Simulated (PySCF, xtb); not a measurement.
C3H7O2, SMILES CC(O)C[O] (connectivity only; charge and spin as stated), charge -1, multiplicity 1.

GFN2-xTB in xtb at its own geometry gives an orbital gap of 8.19 eV.

Geometry optimised at PBE-D3(BJ)/def2-SVPD. The multiplicity is an assumed one; no other spin state was optimised. The isomer is the one that the SMILES or the coordinates give; other isomers of the formula were not compared. One conformer was computed; it need not be the lowest.

Question: What does PySCF with PBE/def2-SVPD give? (The exact figures need the calculation; the answer reports its results.)

Answer: gap 1.80 eV (levels 1.51 and 3.31 eV).
